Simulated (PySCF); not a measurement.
Al(Cl)2(NH3) (AlCl₂H₃N), SMILES [NH3]->[Al+]([Cl])[Cl] (connectivity only; charge and spin as stated), charge +1, multiplicity 1. Atoms are numbered in the order given.

```xyz
7

Al    -0.0010    -0.0627    -0.0167
Cl     1.3085     0.9859    -1.1710
Cl    -1.3187     0.2871     1.4964
N      0.0181    -1.9678    -0.4997
H     -0.5184    -2.1605    -1.3582
H     -0.3894    -2.5696     0.2296
H      0.9670    -2.3213    -0.6876
```
Charge +1, spin multiplicity 1.

Geometry optimised at ωB97X-D3(BJ)/def2-SVP. The spin state was assumed, not searched. The isomer is the one that the SMILES or the coordinates give; other isomers of the formula were not compared.

Two levels are set side by side: PBE/pcSseg-1 (PySCF) and PBE0/pcSseg-1 (PySCF). GIAO shifts against HCl (³⁵Cl), NH3 (¹⁵N), TMS (¹H) at the same level; non-relativistic, no solvent, atoms listed together averaged. Without spin–orbit terms, shifts of atoms bonded to Cl or Br come out too high at both levels. Differences are taken from unrounded values.

| quantity | PBE0 |
|---|---|
| δ(¹⁵N) of N4 (ppm) | 37.3 |
| δ(¹H) of H5, H6, H7 (ppm) | 3.66 |

Question: What does PBE give, and how far is it from PBE0? (The exact figures need the calculation; the answer reports its results.)

Answer: 
```json
[
 {"quantity": "δ(¹⁵N) of N4 (ppm)", "PBE": "42.3", "PBE minus PBE0": "5.0"},
 {"quantity": "δ(¹H) of H5, H6, H7 (ppm)", "PBE": "3.46", "PBE minus PBE0": "-0.20"}
]
```

Rough cost on one machine, each run with all the roots and properties that it gave: PBE0 against PBE within a factor of 2.
